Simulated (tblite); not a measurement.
Species: C6H5F2O2 (doublet state).
Structure used (GFN2-xTB), in Å, numbered top down from 1:
```xyz
15
C6H5F2O2 angstrom
C      3.1625   -0.2426    0.6257
C      1.9825   -0.0903    0.3752
C      0.6588    0.0912    0.1051
C      0.1039    0.1374   -1.2773
O     -0.9888    1.0574   -1.3675
C     -1.9202    0.8734   -0.3979
F     -2.5395   -0.3463   -0.5817
O     -1.4521    0.9612    0.8945
C     -0.3532    0.1635    1.2050
F     -0.7973   -1.1217    1.5021
H      4.1812   -0.3766    0.8376
H     -0.2537   -0.8652   -1.5721
H      0.8426    0.4783   -2.0045
H     -2.6940    1.6447   -0.5091
H      0.0629    0.5538    2.1430
```

Computed geometry: GFN2-xTB, gas phase. This method treats the open shell by occupation alone, without spin polarisation.

Take the most abundant isotopes and a rigid rotor. The values belong to one conformer with, in the numbering `[CH:1]#[C:2][C:3]1[CH2:4][O:5][C@@H:6]([F:7])[O:8][C@H:9]1[F:10]`, C2–C3–C4–O5 -145°, C3–C4–O5–C6 -50°, C4–O5–C6–F7 -66°, O5–C6–O8–C9 -53°.

Problem. Give the principal moments of inertia and the rotational constants in MHz.

Solution. Ia = 203.75, Ib = 472.11, Ic = 575.06 u·Å²; 505379 MHz·u·Å²/I gives A = 2480, B = 1070, C = 878.8 MHz.

Problem. Classify the top.

Solution. An asymmetric top. Ray's parameter κ = (2B − A − C)/(A − C) = -0.761; −1 is the prolate and +1 the oblate limit.

Problem. Is it planar, by Δ = Ic − Ia − Ib?

Solution. Not planar: Δ = Ic − Ia − Ib = -100.80 u·Å². For a rigid frame Δ = −2 Σ m c², so Σ m c² = 50.40 u·Å² lies off the ab plane: 5.45 from hydrogen and 44.95 from heavier atoms. The atom farthest from that plane is 1.58 Å away.

Problem. Give the other two planar moments, Paa and Pbb, and the rms extents of the mass along the axes.

Solution. Paa = Σ m a² = (Ib + Ic − Ia)/2 = 421.71 and Pbb = Σ m b² = (Ia + Ic − Ib)/2 = 153.35 u·Å². With the mass M = 147.03 u, the rms extents √(P/M) along a, b and c are 1.69, 1.02, 0.59 Å.

Problem. List the rotational levels J(Ka,Kc) to J = 5 (cm⁻¹).

Solution. Above 0(0,0):
J = 1: 1(0,1) 0.0650, 1(1,1) 0.1121, 1(1,0) 0.1184
J = 2: 2(0,2) 0.1945, 2(1,2) 0.2357, 2(1,1) 0.2549, 2(2,1) 0.3960, 2(2,0) 0.3966
J = 3: 3(0,3) 0.3871, 3(1,3) 0.4208, 3(1,2) 0.4591, 3(2,2) 0.5910, 3(2,1) 0.5940, 3(3,1) 0.8425, 3(3,0) 0.8426
J = 4: 4(0,4) 0.6414, 4(1,4) 0.6670, 4(1,3) 0.7307, 4(2,3) 0.8506, 4(2,2) 0.8594, 4(3,2) 1.1037, 4(3,1) 1.1040, 4(4,1) 1.4543, 4(4,0) 1.4543
J = 5: 5(0,5) 0.9557, 5(1,5) 0.9738, 5(1,4) 1.0687, 5(2,4) 1.1744, 5(2,3) 1.1940, 5(3,3) 1.4306, 5(3,2) 1.4316, 5(4,2) 1.7808, 5(4,1) 1.7808, 5(5,1) 2.2315, 5(5,0) 2.2315

For this open shell read J as N, the rotation without spin; fine and hyperfine splittings come on top. Its GFN2-xTB frequencies are all real (lowest 38 cm⁻¹). No vibrational averaging or centrifugal distortion is included, and the geometry carries the error of its method.
